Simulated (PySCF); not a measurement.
A structure optimised at B3LYP-D3(BJ)/def2-SVP, used in a PySCF frequency run:

```xyz
13

C     -1.7562    -0.9508     0.1002
C     -0.8003     0.1643    -0.2935
O     -0.5140     1.0635     0.8255
C      0.9254     0.9036     0.8218
B      0.7576    -0.1117    -0.3885
O      1.5164    -0.8992    -1.1672
H     -1.3428    -1.5619     0.9184
H     -2.7176    -0.5351     0.4438
H     -1.9522    -1.6119    -0.7596
H     -1.2255     0.7412    -1.1396
H      1.4520     1.8584     0.6238
H      1.3033     0.5110     1.7863
H      2.4617    -0.8605    -0.9677
```
Charge 0, spin multiplicity 1.

Write its SMILES and formula.

C[C@H]1OCB1O, C₃H₇BO₂

What are its rotational constants (standard atomic weights)?

4.8743, 3.4112, 2.2084 GHz
